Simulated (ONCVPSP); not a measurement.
**Te: ONCV pseudisation with PBE, scalar-relativistic reference atom.**

Te (Z = 52), optimised norm-conserving Vanderbilt (ONCV), made with ONCVPSP 4.0.1 (PBE, scalar-relativistic). Core [Ar] 3d10 4s2, reference 4p6 4d10 5s2 5p2.5 (charge +1.5). Waves: 5s: rc 1.50 bohr, ncon 4, nbas 8, qcut 4 1/bohr, 2 projectors, debl 1.9 Ha; 4p+5p: rc 1.55 bohr, ncon 3, nbas 7, qcut 9.7 1/bohr, 2 projectors; 4d: rc 1.15 bohr, ncon 4, nbas 8, qcut 12.9 1/bohr, 2 projectors, debl 1.7 Ha. Local part: polynomial inside 1.00 bohr (lpopt 5, dvloc0 6 Ha). Core correction: Teter function, parameters optimised by the program.

In the d channel the program set the typed energies aside and used -2.047, 0.250 Ha.

All-electron outer shells of the reference configuration (PBE, scalar-relativistic, ld1.x):

```tsv
shell	level (eV)	outermost node (bohr)	outermost maximum (bohr)
3d	-574.22	–	0.24
4s	-178.48	0.38	0.70
4p	-128.49	0.38	0.74
4d	-55.69	0.36	0.81
5s	-27.98	0.91	1.77
5p	-17.90	0.99	2.06
```

Q: Does the generator finish with these settings?

A: Yes, a potential is produced and its reference levels are reproduced.

Q: Estimate the cutoffs (Ha) at which the residual kinetic energy of the hardest occupied pseudo-wave falls to 1 and 0.1 mHa per electron.

A: 67 Ha and 82 Ha.

Q: What does a ghost test show?

A: Ghosts flagged at negative energy: s at -135.4 eV; GHOST(+) flagged for s at 383.3 eV. A true bound ghost makes a file unfit for plane-wave use.

Q: Which valence shell sets the plane-wave cutoff?

A: 5s: 67 Ha for 1 mHa per electron, against 54 Ha for 4d.

Q: Tests: 4p6 4d10 5s2 5p4; 4p6 4d10 5s2 5p3; 4p6 4d10 5s2 5p2; 4p6 4d10 5s2 5p0. Which has the largest error in its energy relative to the reference configuration, and how large is it?

A: 4p6 4d10 5s2 5p0, with -33 meV (all-electron minus pseudo) on +73.42 eV.
